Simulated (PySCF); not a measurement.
Substituent chemical shifts

Parent skeleton `[NH2:1][SiH2:2][SiH2:3][CH:4]([F:5])[F:6]`; one hydrogen on atom 4 is replaced by X. Hydrogens on one atom are averaged.

All values are calculated (PySCF): GFN2-xTB structure, shielding tensors at PBE0/pcSseg-1 (GIAO). A single conformation, averaged over atoms made equivalent by symmetry, fast rotation or ring inversion, non-relativistic Hamiltonian, no solvent.

δ = σ(ref) − σ, references computed at the same level: NH3 for ¹⁵N (σ = 267.73 ppm); ²⁹Si (σ = 349.16 ppm), ¹³C (σ = 186.93 ppm), ¹H (σ = 31.72 ppm) vs TMS; CFCl3 for ¹⁹F (σ = 170.95 ppm).

Parent (X = H): N1 -1.9, Si2 -51.6, Si3 -78.9, C4 129.1, F5/F6 -138.6, H(Si2) 5.32, H(Si3) 3.93 ppm. Effects are Δδ = δ(X) − δ(H), positive for deshielding.

Q: Give Δδ (ppm) for X = nPr, isopropenyl, allyl, CH3, CH2CN, vinyl, C2H5, CF3, propynyl.

A: 
```
          X                        SMILES    N1   Si2    Si3     C4  F5/F6  H(Si2)  H(Si3)
        nPr       CCCC(F)(F)[SiH2][SiH2]N  +0.4  +0.7   +8.7   +7.0  +12.4   -0.01   +0.03
isopropenyl    C=C(C)C(F)(F)[SiH2][SiH2]N  +0.5  +0.6  +15.0   +6.7  +15.3   +0.01   +0.15
      allyl      C=CCC(F)(F)[SiH2][SiH2]N  +0.3  +1.1   +4.9   +8.3  +25.0   -0.05   +0.08
        CH3         CC(F)(F)[SiH2][SiH2]N  +0.5  +1.0   +8.5   +7.0  +27.9   -0.02   +0.03
      CH2CN      N#CCC(F)(F)[SiH2][SiH2]N  +2.4  -4.9   +7.7   +5.0  +31.5   -0.19   +0.36
      vinyl       C=CC(F)(F)[SiH2][SiH2]N  -1.6  -6.6  +15.5   +7.4  +13.9   -0.11   -0.03
       C2H5        CCC(F)(F)[SiH2][SiH2]N  -1.8  -6.8   +6.2  +10.9  +28.5   -0.14   +0.10
        CF3  N[SiH2][SiH2]C(F)(F)C(F)(F)F  +0.1  +0.5   +2.2   -0.8   -1.9   +0.04   +0.36
   propynyl      CC#CC(F)(F)[SiH2][SiH2]N  -0.1  +0.1  +17.7   -4.5  +32.2   -0.04   +0.27
```

Q: Which position responds most, and to which substituents?

A: F5/F6: from -1.9 ppm with CF3 to +32.2 ppm with propynyl.

Unscaled 19F shifts against computed CFCl3 carry errors that often reach 10 to 50 ppm. Experimental scales use liquid or dissolved standards, which lie at an offset from isolated NH3 (liquid NH3: subtract about 20 ppm).
